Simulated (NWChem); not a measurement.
System meant: SbF₄, doublet; SMILES [F][Sb]([F])([F])[F]

The following NWChem deck was run.

```
start job
memory heap 200 mb stack 900 mb global 1100 mb
geometry units angstroms noautoz
  Sb     0.000000     0.000000    -0.086663
  F      1.445869     0.000000     1.145873
  F     -1.445869     0.000000     1.145873
  F      0.000000     1.932675    -0.392546
  F      0.000000    -1.932675    -0.392546
end
basis spherical
  Sb library def2-svp
  F library def2-svp
end
ecp
  Sb library def2-ecp
end
dft
  odft
  mult 2
  xc pbe0
  iterations 4
  mulliken
end
task dft energy
```

End of the output:

```
     --------------------------
     Expectation value of S2:
     --------------------------
      <S2> =      0.7547 (Exact =     0.7500)

 center of mass
 --------------
 x =   0.00000000 y =   0.00000000 z =  -0.02437365

 moments of inertia (a.u.)
 ------------------
         703.172354070246           0.000000000000           0.000000000000
           0.000000000000         480.005240614437           0.000000000000
           0.000000000000           0.000000000000         790.492977028829

     Multipole analysis of the density
     ---------------------------------

     L   x y z        total         alpha         beta         nuclear
     -   - - -        -----         -----         ----         -------
     0   0 0 0     -0.000000    -30.000000    -29.000000     59.000000

     1   1 0 0     -0.000000     -0.000000     -0.000000      0.000000
     1   0 1 0      0.000000      0.000000     -0.000000      0.000000
     1   0 0 1     -0.900618     -4.959739     -6.085299     10.144421

     2   2 0 0    -33.930110    -85.090063    -83.218015    134.377968
     2   1 1 0     -0.000000      0.000000     -0.000000      0.000000
     2   1 0 1      0.000000      0.000000      0.000000      0.000000
     2   0 2 0    -37.951790   -142.478266   -135.571133    240.097609
     2   0 1 1     -0.000000     -0.000000     -0.000000      0.000000
     2   0 0 2    -32.384189    -62.069956    -58.882724     88.568492

 ------------------------------------------------------------------------
 dft energy failed                                                                                  0
 ------------------------------------------------------------------------
 ------------------------------------------------------------------------
  current input line :
    24: task dft energy
 ------------------------------------------------------------------------
 ------------------------------------------------------------------------
 This type of error is most commonly associated with calculations not reaching convergence criteria
 ------------------------------------------------------------------------
 For more information see the NWChem manual at https://nwchemgit.github.io

0:dft energy failed:Received an Error in Communication
```

### Question
Can this run be used? If not, why, and what is the fix?

### Answer
The run did not converge; its last values are not results. Cause: the SCF was allowed too few iterations. This input runs:
```
start job
memory heap 200 mb stack 900 mb global 1100 mb
geometry units angstroms noautoz
  Sb     0.000000     0.000000    -0.086663
  F      1.445869     0.000000     1.145873
  F     -1.445869     0.000000     1.145873
  F      0.000000     1.932675    -0.392546
  F      0.000000    -1.932675    -0.392546
end
basis spherical
  Sb library def2-svp
  F library def2-svp
end
ecp
  Sb library def2-ecp
end
dft
  odft
  mult 2
  xc pbe0
  iterations 150
  mulliken
end
task dft energy
```
It converges to -638.94234 Ha (PBE0/def2-SVP with def2 effective core potentials on Sb, spin-unrestricted).
